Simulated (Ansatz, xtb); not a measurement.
A geometry optimisation of AlClF2GeH with r2SCAN-D4/def2-SVP

The starting geometry of this gas-phase doublet was built from a drawn formula by distance geometry and a force field; its bonds are those of `[F][GeH][Al]([F])[Cl]`.

```tsv
atom	x (Å)	y (Å)	z (Å)
Al	-2.0953	0.7885	0.7684
Cl	-2.9793	2.3351	-0.4922
F	0.5826	0.4253	-1.3258
F	-2.9719	0.2733	2.2974
Ge	0.0137	-0.2311	0.1506
H	1.0390	0.0660	1.2703
```

**Question.** Predict what it relaxes into with r2SCAN-D4/def2-SVP.

**Answer.** It keeps its bonds, and is `[F][GeH][Al]([F])[Cl]`.

The energy falls by 0.52 eV over 10 steps:

| step | E − E(last) (eV) |
| --- | --- |
| 1 | 0.519 |
| 2 | 0.135 |
| 3 | 0.070 |
| 4 | 0.021 |
| 5 | 0.009 |
| 6 | 0.008 |
| 7 | 0.003 |
| 8 | 0.001 |
| 9 | 0.000 |
| 10 | 0.000 |

Final geometry (Å):

```xyz
6

Al   -2.1296    0.9209    0.7925
Cl   -3.2059    2.1008   -0.5547
F     0.6663    0.6428   -1.1896
F    -2.8454    0.4751    2.2251
Ge   -0.0338   -0.1743    0.1962
H     1.1372   -0.3080    1.1992
```

From the same start GFN2-xTB ends elsewhere, differing in Al1–H6 (1.62 against 3.51 Å here), Ge5–H6 (2.31 against 1.55 Å here).

No frequencies were run, so the end isn't proven a minimum. Open shells are spin-unrestricted. Run with Ansatz 0.2.0, 72 s on 2 threads of Intel(R) Xeon(R) Platinum 8259CL CPU @ 2.50GHz (Skylake/Cascade Lake), on a shared host.
